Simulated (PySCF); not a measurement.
C4H7Cl, SMILES C[C@@H]1C[C@H]1Cl.

The structure is a stationary point at TPSSh-D3(BJ)/def2-SVP.

The numbers are results of B3LYP/def2-TZVP (PySCF), not measurements.

Isolated molecule, no solvent.

Estimate the frontier levels, gap, dipole moment and polarisability. (Estimate from the structure and the level; the computed values follow.)


```yaml
highest_occupied_level: -7.40 eV
lowest_empty_level: 0.47 eV
orbital_gap: 7.88 eV
dipole_moment: 2.07 D
quadrupole, principal values (traceless, Buckingham form, about the centre of nuclear charge): -3.03, 0.45, 2.57 D·Å
mean_static_polarisability: 59.3 bohr³ (8.78 Å³)
polarisability_principal_values: 50.1, 55.3, 72.3 bohr³
```
